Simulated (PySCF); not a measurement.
C₃H₃F₄, SMILES F[C](F)CC(F)F, multiplicity 2.

Geometry: r2SCAN-D4/def2-SVP. The isomer is the one that the SMILES or the coordinates give; other isomers of the formula were not compared. One conformer was computed; it need not be the lowest.

Calculation: TDA-PBE0/def2-SVPD in PySCF.

Vertical excitations. Gas-phase values at a fixed geometry.

Computed lowest excited states:
```
state    energy (eV)  λ (nm)      f                                                                      main pairs
-------  -----------  ------  -----  ------------------------------------------------------------------------------
root 1          6.53     190  0.001                                                                α HOMO→LUMO 86 %
root 2          6.91     179  0.001                                                                β HOMO→LUMO 95 %
root 3          7.07     175  0.028                                          α HOMO→LUMO+1 68 %, α HOMO→LUMO+4 12 %
root 4          7.32     169  0.023                      α HOMO→LUMO+2 67 %, α HOMO→LUMO+1 18 %, α HOMO→LUMO+4 11 %
root 5          7.38     168  0.018  α HOMO→LUMO+4 27 %, α HOMO→LUMO+3 27 %, α HOMO→LUMO+2 16 %, α HOMO→LUMO+5 11 %
root 6          7.62     163  0.001                                           α HOMO→LUMO+5 6 %, β HOMO−1→LUMO 66 %
root 7          7.85     158  0.024  α HOMO→LUMO+4 38 %, α HOMO→LUMO+3 30 %, α HOMO→LUMO+5 12 %, β HOMO−1→LUMO 12 %
root 8          8.02     155  0.011                                          α HOMO→LUMO+5 55 %, α HOMO→LUMO+3 34 %
root 9          8.24     151  0.003   β HOMO−3→LUMO 35 %, β HOMO−5→LUMO 25 %, β HOMO−4→LUMO 23 %, β HOMO−2→LUMO 7 %
root 10         8.42     147  0.025                                                              β HOMO−2→LUMO 64 %
```
Unrestricted roots are not spin-pure.
